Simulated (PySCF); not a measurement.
**UHF on Ca (calcium, neutral)**

Configuration: [Ar] 4s2, closed-shell 1S. All numbers are calculated (PySCF 2.14, scalar relativity by spin-free X2C-1e, in aug-cc-pVDZ-X2C (6s5p3d, 36 functions)).

| Property | Result |
| --- | --- |
| Total energy | -679.629220 hartree |
| One-electron energy | -930.3335 hartree |
| Hartree (Coulomb) energy | 286.1539 hartree |
| Exchange energy | -35.4496 hartree |
| ⟨S²⟩ | 0.0000 |
| ⟨L²⟩ | 0.000 |
| Sum of ⟨r⟩ | 21.19 bohr |
| Sum of ⟨r²⟩ | 56.26 bohr² |
| Langevin diamagnetic susceptibility | -44.6 ×10⁻⁶ cm³/mol |
| Time after the integrals | 0.06 s of wall time on 1 thread of Intel(R) Xeon(R) CPU @ 2.60GHz (shared host) |

| shell | electrons | mean orbital energy (eV) | rms radius, mean of both spins (bohr) |
| --- | --- | --- | --- |
| 1s | 2 | -4084.8 | 0.0888 |
| 2s | 2 | -461.61 | 0.393 |
| 2p | 6 | -371.09 | 0.362 |
| 3s | 2 | -61.540 | 1.24 |
| 3p | 6 | -36.431 | 1.38 |
| 4s | 2 | -5.341 | 4.51 |

Densities and radii are taken from the X2C orbitals without a picture-change correction, which distorts them close to the nucleus.
